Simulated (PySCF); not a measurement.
Breaking a bond: SnH, doublet.

- ROHF/def2-TZVP, def2 effective core potentials past Kr (PySCF)
- UHF/def2-TZVP, def2 effective core potentials past Kr (PySCF)
- UKS-LDA (SVWN5) = unrestricted LDA (SVWN5)/def2-TZVP, def2 effective core potentials past Kr in PySCF

Magnitude of the dipole moment (D; its direction can reverse along the curve, and a method can change to another solution) and Mulliken charge of the fragment that holds Sn1:

```csv
R / Å,μ ROHF,q ROHF,μ UHF,q UHF,μ UKS-LDA (SVWN5),q UKS-LDA (SVWN5)
1.32,1.05,0.14,1.06,0.14,0.73,0.06
1.42,0.76,0.12,0.77,0.12,0.48,0.06
1.52,0.45,0.11,0.45,0.12,0.21,0.06
1.58,0.26,0.11,0.26,0.11,0.04,0.06
1.67,0.05,0.11,0.05,0.12,0.21,0.06
1.74,0.29,0.12,0.29,0.12,0.41,0.07
1.78,0.44,0.12,0.43,0.12,0.52,0.07
1.83,0.62,0.13,0.62,0.13,0.66,0.08
1.90,0.88,0.14,0.87,0.14,0.86,0.09
1.94,1.03,0.14,1.02,0.14,0.97,0.09
2.08,1.56,0.16,1.55,0.16,1.34,0.11
2.22,2.11,0.19,2.02,0.18,1.70,0.12
```

The scan ran from 1.32 to 7.03 Å; beyond the distances shown one of the unrestricted levels run for this scan, shown here or not, changes its spin distribution in one step.
